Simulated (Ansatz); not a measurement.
This geometry of C₂H₇BSi₂ (12 atoms, charge 0, multiplicity 1) is a first-order saddle point.

Computed with RHF/def2-mTZVP (Ansatz 0.2.0).

```xyz
12
Properties=species:S:1:pos:R:3
B -1.502 -0.624 0.020
C -0.168 -1.041 0.855
C 1.057 -0.503 0.814
Si 1.403 0.946 -0.308
Si -0.877 1.042 -0.906
H -2.532 -0.598 0.631
H -0.291 -1.886 1.520
H 1.840 -0.928 1.421
H 2.299 0.677 -1.450
H 1.874 2.178 0.359
H -1.411 1.979 -1.919
H -1.615 -1.298 -1.004
```

(1) Which two structures does it join? (They come from a converged band through this point; their orientation in space is the band's.)

(2) How far does it lie above each of them?

Results:

(1) Bonds broken: Si5–H12. Bonds formed: B1–H12.

Image 0:

```xyz
12
Properties=species:S:1:pos:R:3
B -1.409 -0.663 0.362
C -0.157 -0.986 1.231
C 1.045 -0.452 0.958
Si 1.265 0.730 -0.515
Si -0.986 0.626 -1.174
H -2.466 -1.142 0.615
H -0.235 -1.651 2.078
H 1.880 -0.710 1.593
H 2.267 0.182 -1.453
H 1.767 2.037 -0.041
H -1.699 1.920 -1.096
H -1.196 0.055 -2.523
```

Image 8:

```xyz
12
Properties=species:S:1:pos:R:3
B -1.508 -0.661 -0.027
C -0.156 -1.083 0.779
C 1.062 -0.524 0.775
Si 1.408 0.980 -0.269
Si -0.824 0.972 -1.026
H -2.419 -0.333 0.697
H -0.271 -1.952 1.414
H 1.839 -0.957 1.385
H 2.390 0.799 -1.359
H 1.771 2.209 0.467
H -1.348 1.984 -1.970
H -1.866 -1.489 -0.832
```

(2) 1.72 eV above the first and 0.01 eV above the second. This is the barrier of this one path; another mechanism may lie lower. The orbitals stay closed-shell, which can raise the energy where a bond breaks towards radicals; this wasn't checked here.

Time of the run: 2.4 min on 2 threads of Intel(R) Xeon(R) Platinum 8488C (Sapphire Rapids), on a shared host, peak memory 0.3 GiB.
